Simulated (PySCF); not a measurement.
Two species compared at the same levels of theory.

First species: silylidenephosphane, H3PSi.
Atom-mapped SMILES: `[SiH2:1]=[PH:2]` (hydrogens: H3, H4 on Si1; H5 on P2)

Second species: C₃H₁₂N₂OSi.
SMILES: `CC[Si](N)(N)OC`

Levels: CAM-B3LYP/def2-SVPD for dipole moment, HOMO energy, LUMO energy, HOMO–LUMO gap, static isotropic polarisability and electronic spatial extent ⟨r²⟩ about the centre of nuclear charge; TDDFT CAM-B3LYP/def2-SVPD for lowest singlet excitation; TDA CAM-B3LYP/def2-SVPD for lowest triplet excitation (Tamm–Dancoff); GFN2-xTB for rotational constant A and rotational constant C. Geometries: GFN2-xTB. Each structure is a single optimised conformer of the isolated species, non-relativistic unless stated; the electronic structure was computed with PySCF and density fitting.

Dipoles, sizes and rotational constants follow the conformer. The torsions of the flexible species, by atom-mapped SMILES:
- `[CH3:1][CH2:2][Si:3]([NH2:4])([NH2:5])[O:6][CH3:7]`: C1–C2–Si3–N4 -176°, C2–Si3–O6–C7 -60°, H–N4–Si3–C2 170°, H–N4–Si3–C2 -57°, H–N5–Si3–C2 178°, H–N5–Si3–C2 -50°

Q: Which of the two has the higher rotational constant C, and by how much?

A: The first: 6.508 GHz against 1.430 GHz, a difference of 5.078 GHz.

Q: Which of the two has the higher HOMO energy, and by how much?

A: The first: -7.92 eV against -8.72 eV, a difference of 0.80 eV.

Q: Which of the two has the higher LUMO energy, and by how much?

A: The second: 1.03 eV against -1.15 eV, a difference of 2.18 eV.

Q: Which has the higher S1 energy?

A: The second: 6.60 eV against 4.24 eV, a difference of 2.36 eV.

Q: Which of the two has the higher ⟨r²⟩, and by how much?

A: The second: 1048 bohr² against 223 bohr², a difference of 825 bohr².

Q: Which has the higher T1 energy?

A: The second: 6.28 eV against 2.14 eV, a difference of 4.14 eV.

Q: Which of the two has the higher dipole moment, and by how much?

A: The first: 1.72 D against 0.46 D, a difference of 1.26 D.

Q: Which has the higher rotational constant A?

A: The first: 109.092 GHz against 2.196 GHz, a difference of 106.896 GHz.

On the first: S1 lies 2.53 eV below the HOMO–LUMO gap; its leading configuration is HOMO→LUMO, weight 0.93. No computed singlet falls in the visible range (750 to 380 nm, 1.65 to 3.26 eV); S1 lies 0.98 eV above its blue end.

On the second: No computed singlet falls in the visible range (750 to 380 nm, 1.65 to 3.26 eV); S1 lies 3.34 eV above its blue end. In atomic units the dipole is 0.18 e·bohr (1 au = 2.5417 D).
